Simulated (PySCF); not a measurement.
# Assignment exercise: C$_{5}$H$_{4}$F$_{3}$NO

Numbering as in the mapped SMILES `[NH2:1][C:2](=[O:3])/[CH:4]=[CH:5]/[C:6]([F:7])=[C:8]([F:9])[F:10]`. Hydrogens are named by the atom that carries them. Ha(N1) is cis to the C=O or C=S heteroatom; Hb(N1) is trans to the C=O or C=S heteroatom.

- couplings computed with B3LYP/pcJ-1 (spin–dipole term only in couplings to heteroatoms)
- GIAO PBE0/pcSseg-1 shieldings
- PBE0-D3(BJ)/def2-SVP structure
- code: PySCF
- no relativistic terms, isolated molecule, single conformer

Referencing at the same level of theory: $^{13}$C and $^{1}$H vs TMS.

Problem. Assign these signals to the numbered atoms. $^{13}$C{$^{1}$H} NMR (computed): δ 163.5 (ddd, J = 380.7, 375.5, 45.8 Hz), 163.2, 135.4 (ddd, J = 14.4, 9.2, 3.7 Hz), 134.1 (ddd, J = 301.0, 47.8, 23.3 Hz), 122.9 (d, J = 4.2 Hz).

Solution. 
163.5 → C8, fully substituted alkene carbon: the olefinic region
163.2 → C2, amide carbonyl carbon: it is a carbonyl in resonance with an O or N lone pair, the region of acids, esters and amides
135.4 → C5, β carbon of a C=C–C=O unit: conjugation with the carbonyl draws π density from the β position
134.1 → C6, fully substituted alkene carbon: an sp2 carbon of a C=C bond
122.9 → C4, α carbon of a C=C–C=O unit: as expected for a trigonal carbon in a double bond

C8 and C2; C5 and C6 lie closer than the usual error of such a calculation, so a measured spectrum could show them in the other order.

Problem. Assign these signals to the numbered atoms. $^{1}$H NMR (600 MHz, computed): δ 7.53 (m, 1H), 5.78 (dtd, J = 16.0, 2.5, 1.3 Hz, 1H), 4.62 (br, 1H), 4.43 (br, 1H).

Solution. 
| δ (ppm) | atoms | environment | reason |
| --- | --- | --- | --- |
| 7.53 | H(C5) | hydrogen on a β carbon of a C=C–C=O unit | a vinylic proton, deshielded by the sp2 carbon and the C=C anisotropy |
| 5.78 | H(C4) | hydrogen on an α carbon of a C=C–C=O unit | olefinic region |
| 4.62 | Hb(N1) | hydrogen on an amide-type nitrogen | labile proton, position sensitive to the medium |
| 4.43 | Ha(N1) | hydrogen on an amide-type nitrogen | – |

The OH or NH signal is concentration- and solvent-dependent in practice; the value given is the gas-phase one. Rotation about the amide-type C–N bond is slow at room temperature, so the two groups on nitrogen are listed apart. C–F couplings over four or more bonds (about 3 Hz to the para carbon of a fluoroarene) are left out. Common functionals overestimate the size of one-bond C–F couplings by tens of Hz; these are unscaled. Splittings below 1 Hz are ignored in the labels, and close J values are merged. Unscaled 3J(H,H) at this level run about 10 % above measured values. Shifts are as computed. Against solution values, carbons near 30 ppm lie about +2 ppm off and those near 130 ppm about +5 ppm. Of 1211 compounds with measured shifts, 218 miss one by over three times the rms of a fit or turn the order of signals round; such compounds aren't used in these exercises. The C=O carbon of an acid or of an amide with N–H lies up to 10 ppm further downfield in solution, through hydrogen bonding that the calculation lacks.
